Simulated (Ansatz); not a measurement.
Start from `[CH3][GaH][CH2]Cl` and change one atom or group to get `[CH3][Ga]([OH])[CH2]Cl`.

Ansatz, PBE0-D4/def2-TZVP geometries, multiplicity 1. Each molecule was computed in one conformer, which needn't be the lowest. `[CH3][GaH][CH2]Cl` holds a close contact that its SMILES doesn't draw: Cl···Ga 2.74 Å.

Scalar relativity is left out up to krypton.

```csv
property,`[CH3][GaH][CH2]Cl`
LUMO energy (ωB97M-V/def2-TZVPP) / eV,0.76
size of the dipole moment (B3LYP/def2-TZVPP) / D,1.75
HOMO–LUMO gap (PBE0/def2-TZVPP) / eV,6.58
HOMO–LUMO gap (PBE/def2-TZVPP) / eV,4.53
HOMO–LUMO gap (B3LYP/def2-TZVPP) / eV,6.09
HOMO–LUMO gap (ωB97M-V/def2-TZVPP) / eV,10.47
```

**Question.** What does the change do to each property? (An estimate is asked.)

**Answer.** Computed: 
```tsv
property	`[CH3][Ga]([OH])[CH2]Cl`	shift
LUMO energy (ωB97M-V/def2-TZVPP) / eV	1.03	0.27
size of the dipole moment (B3LYP/def2-TZVPP) / D	2.01	0.26
HOMO–LUMO gap (PBE0/def2-TZVPP) / eV	6.83	0.25
HOMO–LUMO gap (PBE/def2-TZVPP) / eV	4.69	0.16
HOMO–LUMO gap (B3LYP/def2-TZVPP) / eV	6.32	0.23
HOMO–LUMO gap (ωB97M-V/def2-TZVPP) / eV	10.76	0.29
```

Dipoles are sizes alone; their direction can turn.

Positive LUMOs are unbound, so they and the gaps depend on the basis.

B3LYP here is the variant with VWN-RPA as its local correlation; programs differ in this.
